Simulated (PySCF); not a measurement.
## Nuclear quadrupole coupling in `CC(=O)c1cpccn1`

Species: C6H6NOP.
Geometry (GFN2-xTB, Å), atoms numbered from 1 in this order:
```
atom  x, y, z in Å
C1    -2.0988    1.1888   -0.4225
C2    -1.6094   -0.2282   -0.4288
O3    -2.3067   -1.1793   -0.6937
C4    -0.1584   -0.3979   -0.0766
C5     0.3606   -1.6834   -0.0619
P6     2.0076   -2.0696    0.3188
C7     2.5799   -0.4558    0.6077
C8     1.7876    0.6737    0.5101
N9     0.5096    0.7194    0.1931
H10   -1.9393    1.6177    0.5636
H11   -1.5120    1.7723   -1.1276
H12   -3.1524    1.2243   -0.6855
H13   -0.3205   -2.4892   -0.3069
H14    3.6197   -0.3312    0.8797
H15    2.2281    1.6462    0.7087
```

Field gradients from the PBE0/pcSseg-1 density (PySCF, non-relativistic), principal values in atomic units, ordered |Vxx| ≤ |Vyy| ≤ |Vzz|:

| atom | Vxx | Vyy | Vzz |
| --- | --- | --- | --- |
| O3 | 0.5122 | 1.4830 | -1.9952 |
| N9 | 0.3540 | 0.7957 | -1.1497 |

**Question.** Find the asymmetry η = (Vxx − Vyy)/Vzz and the couplings χ = eQV/h (234.96 MHz × Q in barn × V in au), with Q(17O) = −0.0256 b, Q(14N) = 0.02044 b.

**Answer.** 
```
atom             environment  nucleus     η  χzz (MHz)  χxx (MHz)  χyy (MHz)
  O3           ketone oxygen      17O  0.49      12.00      -3.08      -8.92
  N9  pyridine-type nitrogen      14N  0.38      -5.52       1.70       3.82
```

**Question.** What is Vzz at N9 in SI units (1 au = 9.71736 × 10²¹ V/m²)?

**Answer.** -1.1497 au = -11.172 × 10²¹ V/m².

**Question.** And the gradient at the other heavy atoms, for which no coupling is worked out here?

**Answer.** 
```tsv
atom	environment	Vzz (au)	η
C1	methyl carbon next to a carbonyl	0.074	1.00
C2	ketone carbonyl carbon	0.550	0.12
C4	substituted aromatic carbon	0.330	0.28
C5	aromatic CH carbon	0.392	0.16
P6	phosphorus bonded to 2 C	-1.440	0.68
C7	aromatic CH carbon	0.351	0.09
C8	aromatic CH next to a ring nitrogen	0.369	0.32
```

**Question.** What couplings would deuterons (Q(2H) = 0.00286 b) have in place of the hydrogens, at this geometry?

**Answer.** 
```tsv
atom	bonded to	bond length (Å)	Vzz (au)	η	χzz (kHz)
H10	C1	1.087	0.3140	0.05	211
H11	C1	1.087	0.3140	0.05	211
H12	C1	1.086	0.3139	0.01	211
H13	C5	1.083	0.3151	0.03	212
H14	C7	1.082	0.3239	0.06	218
H15	C8	1.086	0.3097	0.06	208
```

The structure is a single GFN2-xTB conformer in the gas phase; no vibrational or solvent corrections. GFN2-xTB bond lengths can be off by several hundredths of an ångström, more for odd bonds, and the gradients follow them. With so small a basis the couplings can be 20 % off.
